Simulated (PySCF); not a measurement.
C3H4O2Si, SMILES C([SiH2]C#C)(=O)O.

Geometry optimised at PBE0-D3(BJ)/def2-SVP. This is a generated structure with no PubChem entry under its InChIKey; it may be hypothetical. One conformer was computed; it need not be the lowest.

Two levels are set side by side: TDA-PBE/def2-SVPD (PySCF) and TDA-ωB97X/def2-SVPD (PySCF). Vertical, same geometry. The lowest singlet is HOMO→LUMO 98 % with PBE and HOMO→LUMO 67 %, HOMO→LUMO+3 13 % with the other functional; states are paired by order. Differences are taken from unrounded values.

| quantity | TDA-PBE |
|---|---|
| lowest singlet excitation (eV) | 4.73 |
| lowest triplet excitation (TDA) (eV) | 4.17 |
| first bright state (f over 0.05) (eV) | 5.45 |
| its oscillator strength | 0.11 |

Q: These are the TDA-PBE values. What does TDA-ωB97X give? (An estimate is asked for; the answer gives what the named calculation found.)

A: 
| quantity | TDA-ωB97X | TDA-PBE minus TDA-ωB97X |
|---|---|---|
| lowest singlet excitation (eV) | 5.24 | -0.51 |
| lowest triplet excitation (TDA) (eV) | 4.58 | -0.41 |
| first bright state (f over 0.05) (eV) | 8.00 | -2.55 |
| its oscillator strength | 0.27 | -0.16 |

Functionals without exact exchange tend to place singlet excitations lower, as here. Differences between two approximate levels are no errors against the true value.

Rough cost on one machine, each run with all the roots and properties that it gave: TDA-ωB97X against TDA-PBE about 4 times.
